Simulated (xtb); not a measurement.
CHF$_{3}$, charge +1, doublet, from a rough starting geometry (a state made from the parent by changing its charge; the spin is typed, not shown lowest); GFN2-xTB (xtb).

Here is a job for xtb.
```
$ xtb mol.xyz --gfn 2 --chrg 1 --uhf 1 --opt vtight --json

# file mol.xyz
5

F      1.11092075    -0.59215293    -0.37536027
C     -0.01195724     0.00163704     0.04065311
F     -1.05500801    -0.72934635    -0.35182548
F     -0.08674647     1.14894225    -0.54554540
H      0.03366818     0.11269282     1.14434660
```

The log (banner, timings and long lists left out):

```
   ID    Z sym.   atoms
    1    9 F      1, 3, 4
    2    6 C      2
    3    1 H      5

           -------------------------------------------------
          |                Calculation Setup                |
           -------------------------------------------------

           -------------------------------------------------
          |                 G F N 2 - x T B                 |
           -------------------------------------------------

          ...................................................
          :                      SETUP                      :
          :.................................................:
          :  # basis functions                  17          :
          :  # atomic orbitals                  17          :
          :  # shells                            9          :
          :  # electrons                        25          :
          :  max. iterations                   250          :
          :  Hamiltonian                  GFN2-xTB          :
          :  restarted?                      false          :
          :  GBSA solvation                  false          :
          :  PC potential                    false          :
          :  electronic temp.          300.0000000     K    :
          :  accuracy                    1.0000000          :
          :  -> integral cutoff          0.2500000E+02      :
          :  -> integral neglect         0.1000000E-07      :
          :  -> SCF convergence          0.1000000E-05 Eh   :
          :  -> wf. convergence          0.1000000E-03 e    :
          :  Broyden damping             0.4000000          :
          :  net charge                          1          :
          :  unpaired electrons                  1          :
          ...................................................

 iter      E             dE          RMSdq      gap      omega  full diag
   1    -16.1971409 -0.161971E+02  0.430E+00   15.82       0.0  T
   2    -16.2186559 -0.215150E-01  0.249E+00   15.37       1.0  T
   3    -16.2197588 -0.110285E-02  0.130E+00   15.59       1.0  T
   4    -16.2201111 -0.352285E-03  0.564E-01   15.60       1.0  T
   5    -16.2214364 -0.132531E-02  0.130E-01   15.57       1.0  T
   6    -16.2214423 -0.592904E-05  0.564E-02   15.57       1.0  T
   7    -16.2214403  0.199041E-05  0.432E-02   15.57       1.0  T
   8    -16.2214475 -0.715073E-05  0.154E-02   15.57       2.9  T
   9    -16.2214485 -0.101848E-05  0.932E-04   15.57      48.0  T
  10    -16.2214485 -0.200088E-08  0.449E-04   15.57      99.6  T
  11    -16.2214485 -0.612836E-09  0.634E-05   15.57     705.6  T

   *** convergence criteria satisfied after 11 iterations ***

         :::::::::::::::::::::::::::::::::::::::::::::::::::::
         ::                     SUMMARY                     ::
         :::::::::::::::::::::::::::::::::::::::::::::::::::::
         :: total energy             -16.168606177268 Eh    ::
         :: gradient norm              0.083970334113 Eh/a0 ::
         :: HOMO-LUMO gap             15.570597331817 eV    ::
         ::.................................................::
         :: SCC energy               -16.221448465264 Eh    ::
         :: -> isotropic ES            0.193607300917 Eh    ::
         :: -> anisotropic ES          0.014739529599 Eh    ::
         :: -> anisotropic XC         -0.017232583416 Eh    ::
         :: -> dispersion             -0.000960728490 Eh    ::
         :: repulsion energy           0.052842287996 Eh    ::
         :: add. restraining           0.000000000000 Eh    ::
         :: total charge               1.000000000551 e     ::
         :::::::::::::::::::::::::::::::::::::::::::::::::::::

      -----------------------------------------------------------
     |                   =====================                   |
     |                        A N C O P T                        |
     |                   =====================                   |
[...]
 * total energy  :   -16.1686062 Eh     change       -0.4511946E-11 Eh
 * total energy  :   -16.1744868 Eh     change       -0.5880578E-02 Eh
 * total energy  :   -16.1770676 Eh     change       -0.2580852E-02 Eh
 * total energy  :   -16.1773002 Eh     change       -0.2325840E-03 Eh
 * total energy  :   -16.1773536 Eh     change       -0.5338918E-04 Eh
 * total energy  :   -16.1773587 Eh     change       -0.5152976E-05 Eh
 * total energy  :   -16.1773594 Eh     change       -0.6308403E-06 Eh
 * total energy  :   -16.1773594 Eh     change       -0.5189284E-07 Eh
   *** GEOMETRY OPTIMIZATION CONVERGED AFTER 8 ITERATIONS ***
         :: total energy             -16.177359416785 Eh    ::
[...]

           -------------------------------------------------
          |                Property Printout                |
           -------------------------------------------------

    * Orbital Energies and Occupations

         #    Occupation            Energy/Eh            Energy/eV
      -------------------------------------------------------------
         1        2.0000           -1.2203092             -33.2063
         2        2.0000           -1.2088925             -32.8956
         3        2.0000           -1.2088803             -32.8953
         4        2.0000           -1.0076852             -27.4205
         5        2.0000           -0.9769701             -26.5847
         6        2.0000           -0.9556090             -26.0034
         7        2.0000           -0.9556069             -26.0034
         8        2.0000           -0.8777169             -23.8839
         9        2.0000           -0.8777162             -23.8839
        10        2.0000           -0.8673551             -23.6019
        11        2.0000           -0.8673545             -23.6019
        12        2.0000           -0.8656530             -23.5556
        13        1.0000           -0.8108098             -22.0633 (HOMO)
        14                         -0.3362131              -9.1488 (LUMO)
        15                         -0.2170491              -5.9062
        16                         -0.1478832              -4.0241
        17                         -0.1477595              -4.0207
      -------------------------------------------------------------
                  HL-Gap            0.4745967 Eh           12.9144 eV
             Fermi-level           -0.7058044 Eh          -19.2059 eV

     #   Z          covCN         q      C6AA      α(0)
     1   9 F        0.788     0.047     8.970     3.538
     2   6 C        3.237     0.478    18.468     6.972
     3   9 F        0.788     0.047     8.970     3.538
     4   9 F        0.788     0.047     8.970     3.538
     5   1 H        0.883     0.380     0.517     1.125

 Mol. C6AA /au·bohr⁶  :        192.714979
 Mol. C8AA /au·bohr⁸  :       3871.661602
 Mol. α(0) /au        :         18.709881

Wiberg/Mayer (AO) data.
largest (>0.10) Wiberg bond orders for each atom

 ---------------------------------------------------------------------------
     #   Z sym  total        # sym  WBO       # sym  WBO       # sym  WBO
 ---------------------------------------------------------------------------
     1   9 F    1.416 --     2 C    1.081     3 F    0.139     4 F    0.139
     2   6 C    3.860 --     4 F    1.081     1 F    1.081     3 F    1.081
                             5 H    0.617
     3   9 F    1.415 --     2 C    1.081     1 F    0.139     4 F    0.139
     4   9 F    1.416 --     2 C    1.081     3 F    0.139     1 F    0.139
     5   1 H    0.785 --     2 C    0.617
 ---------------------------------------------------------------------------

Topologies differ in total number of bonds
Writing topology from bond orders to xtbtopo.mol

molecular dipole:
                 x           y           z       tot (Debye)
 q only:        0.007       0.050       0.661
   full:        0.009       0.065       0.797       2.033
molecular quadrupole (traceless):
                xx          xy          yy          xz          yz          zz
 q only:       -0.732       0.003      -0.712       0.029       0.208       1.445
  q+dip:       -1.829       0.008      -1.775       0.077       0.543       3.604
   full:       -1.761       0.007      -1.709       0.074       0.522       3.469

optimized geometry written to: xtbopt.xyz

           -------------------------------------------------
          | TOTAL ENERGY              -16.177359416785 Eh   |
          | GRADIENT NORM               0.000067985652 Eh/α |
          | HOMO-LUMO GAP              12.914434005111 eV   |
           -------------------------------------------------

normal termination of xtb
```
